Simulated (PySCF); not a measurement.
4-bromobuta-1,2-diene (C₄H₅Br), SMILES C=C=CCBr. Atoms are numbered in the order given.

```xyz
10

C      3.4300    -0.2371     0.7513
C      2.2103    -0.6457     0.5110
C      0.9802    -1.0519     0.2803
C     -0.2198    -0.3955     0.8666
Br    -1.3222     0.4782    -0.5341
H      3.9169     0.5040     0.1058
H      4.0058    -0.6232     1.6009
H      0.8112    -1.9134    -0.3803
H     -0.9035    -1.1170     1.3333
H      0.0416     0.3949     1.5804
```

Geometry: r2SCAN-D4/def2-SVP. One conformer was computed; it need not be the lowest.

Level of theory: PySCF with B3LYP/pcSseg-1.

GIAO shieldings, no solvent; atoms listed in one row are averaged. δ = σ(ref) − σ: ¹³C against TMS (σ = 181.3 ppm); ¹H against TMS (σ = 31.68 ppm), references at their B3LYP-D3(BJ)/def2-TZVP geometries, non-relativistic (without spin–orbit terms, shifts of atoms bonded to Cl or Br come out too high).

| nucleus | atoms | count | δ (ppm) |
|---|---|---|---|
| ¹³C | C2 | 1 | 230.0 |
| ¹³C | C3 | 1 | 99.8 |
| ¹³C | C1 | 1 | 83.2 |
| ¹³C | C4 | 1 | 48.5 |
| ¹H | H8 | 1 | 5.81 |
| ¹H | H6, H7 | 2 | 5.39 |
| ¹H | H9 | 1 | 4.39 |
| ¹H | H10 | 1 | 4.18 |
